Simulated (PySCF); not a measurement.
Ge(H)(F)2(OMe) (CH₄F₂GeO), SMILES C[O][GeH]([F])[F].

Geometry: B3LYP-D3(BJ)/def2-SVP. This is a generated structure with no PubChem entry under its InChIKey; it may be hypothetical. One conformer was computed; it need not be the lowest.

The numbers are results of B3LYP-D3(BJ)/def2-SVP in PySCF, not measurements.

Frequencies are harmonic and unscaled.

```tsv
mode	ν (cm⁻¹)	IR (km/mol)	Raman (Å⁴/amu)	depolarisation	moving atoms (share of kinetic energy)
1	54	4.0	0.3	0.75	F 42 %, C 27 %, H 21 %, O 9 %
2	92	0.4	0.0	–	H 95 %
3	149	14.6	0.7	0.56	F 39 %, C 34 %, H 19 %
4	242	12.7	0.7	0.75	F 83 %, Ge 13 %
5	251	20.2	0.9	0.75	O 56 %, F 29 %, Ge 10 %
6	341	41.5	0.8	0.66	Ge 32 %, O 29 %, F 18 %, C 12 %, H 9 %
7	659	8.0	16.6	0.21	O 50 %, C 16 %, H 13 %, Ge 12 %, F 10 %
8	722	42.6	12.8	0.75	H 95 %
9	722	18.2	11.0	0.54	H 57 %, F 38 %
10	725	155.4	2.1	0.62	F 36 %, H 32 %, Ge 23 %, O 9 %
11	734	88.3	1.4	0.75	F 75 %, Ge 25 %
12	1108	223.2	2.3	0.74	O 53 %, C 40 %
13	1170	0.4	2.7	0.75	H 77 %, C 18 %
14	1193	10.2	2.7	0.27	H 72 %, C 19 %, O 9 %
15	1467	6.7	5.0	0.62	H 89 %, C 10 %
16	1470	4.9	19.1	0.75	H 97 %
17	1479	9.4	15.1	0.75	H 96 %
18	2250	51.1	152.2	0.20	H 99 %
19	3010	50.9	127.9	0.01	H 97 %
20	3089	27.3	59.4	0.75	H 90 %, C 10 %
21	3123	19.6	105.5	0.59	H 90 %, C 10 %
```
